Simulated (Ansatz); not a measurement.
Consider the ligand exchange at a Mo–N bond: `C[N](C)[Mo]([OH])(=[S])=[S]` + H–F → `[OH][Mo]([F])(=[S])=[S]` + `CNC`.

Program: Ansatz. Geometries: PBE0-D4/def2-TZVP. ΔE: electronic, gas phase. CBS: MP2 limit from def2 TZ/QZ plus the TZ coupled-cluster correction, frozen cores. This one scheme is used for every species. DFT in def2-TZVPP. HSE06 is defined as in plane-wave codes. def2 core potentials past Kr. For Mo outer-core shells are correlated without core-valence functions, which leaves a few kJ/mol of doubt a bond. One conformer a species, not always the lowest.

`C[N](C)[Mo]([OH])(=[S])=[S]`:

Cartesian coordinates in Å:
```
C -0.292 0.433 -1.509
N 0.278 0.010 -0.243
C 1.506 -0.741 -0.424
Mo -0.543 0.406 1.430
O -1.848 -0.902 1.776
S -1.432 2.315 1.312
S 0.937 0.352 2.929
H -0.517 -0.441 -2.131
H -1.209 0.999 -1.357
H 0.422 1.066 -2.050
H 2.241 -0.131 -0.965
H 1.928 -1.033 0.534
H 1.312 -1.644 -1.016
H -2.783 -0.690 1.714
```

H–F:

```xyz
2

F    -0.055    0.454    0.045
H     0.055   -0.454   -0.045
```

`[OH][Mo]([F])(=[S])=[S]`:

Cartesian coordinates in Å:
```
O -0.939 0.081 1.160
Mo 0.240 0.170 -0.264
F -0.402 1.255 -1.600
S 2.061 0.923 0.443
S 0.563 -1.753 -1.023
H -1.521 -0.676 1.284
```

`CNC`:

```xyz
10

C     0.819    0.589    0.665
N    -0.406   -0.169    0.558
C    -0.795   -0.412   -0.812
H     1.101    0.697    1.714
H     0.662    1.594    0.261
H     1.671    0.145    0.121
H    -0.309   -1.048    1.048
H    -1.038    0.539   -1.295
H    -1.692   -1.034   -0.840
H    -0.014   -0.900   -1.421
```

| level | ΔE (kcal/mol) |
| --- | --- |
| HSE06-D4 | -4.5 |
| r2SCAN | -8.2 |
| CCSD(T)/def2-SVP | -1.9 |
| CCSD/def2-TZVPP | -3.3 |

Task: What does CCSD(T)/CBS give? (Estimate.)

Result: The calculation gave: -0.9 kcal/mol. The listed levels differ from it by -3.6, -7.3, -1.0, -2.4 kcal/mol.

Task: What do rigid-rotor, harmonic-oscillator terms from PBE0-D4/def2-TZVP frequencies (298.15 K, 1 bar) make of the CCSD(T)/CBS value? (Estimate.)

Result: Ansatz gave: ΔZPE = +2.3 kcal/mol, ΔH = +0.1 kcal/mol, ΔS = 8 J/(mol·K), ΔG = -0.5 kcal/mol. Modes under 50 cm⁻¹ make the entropy rough.

Largest T1 diagnostic among the species: 0.025, so the coupled-cluster value is less sure than usual.

At CCSD(T), def2-SVP lies −1.0 kcal/mol from the extrapolated value and def2-TZVPP −0.4 kcal/mol. The D4 term adds +5.3 kcal/mol with B3LYP and +3.0 kcal/mol with PBE0; it sums over pairs of atoms, weighted by their polarisabilities, and B3LYP, whose exchange is more repulsive, gets the larger term.

B3LYP here is the variant with VWN-RPA as its local correlation; programs differ in this.
